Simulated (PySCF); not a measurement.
C²⁺ (carbon, charge +2): TPSSh calculation

Configuration: [He] 2s2, closed-shell 1S. Calculation: PySCF 2.14, in aug-cc-pwCVQZ; no relativity, point nucleus.

| Property | Result |
| --- | --- |
| Total energy | -36.5241 hartree |
| One-electron energy | -44.1438 hartree |
| Hartree (Coulomb) energy | 12.0522 hartree |
| Exchange-correlation energy | -4.4325 hartree |
| Kinetic energy | 36.44328 hartree |
| ⟨S²⟩ | 0.0000 |
| ⟨L²⟩ | 0.000 |
| Sum of ⟨r⟩ | 3.262 bohr |
| Sum of ⟨r²⟩ | 4.560 bohr² |
| Density at the nucleus (Gaussians lack the cusp) | 128 bohr⁻³ |
| Langevin diamagnetic susceptibility | -3.61 ×10⁻⁶ cm³/mol |

```json
{"shell": "1s", "electrons": "2", "mean orbital energy (eV)": "-314.37", "rms radius, mean of both spins (bohr)": "0.312"}
{"shell": "2s", "electrons": "2", "mean orbital energy (eV)": "-41.285", "rms radius, mean of both spins (bohr)": "1.48"}
```
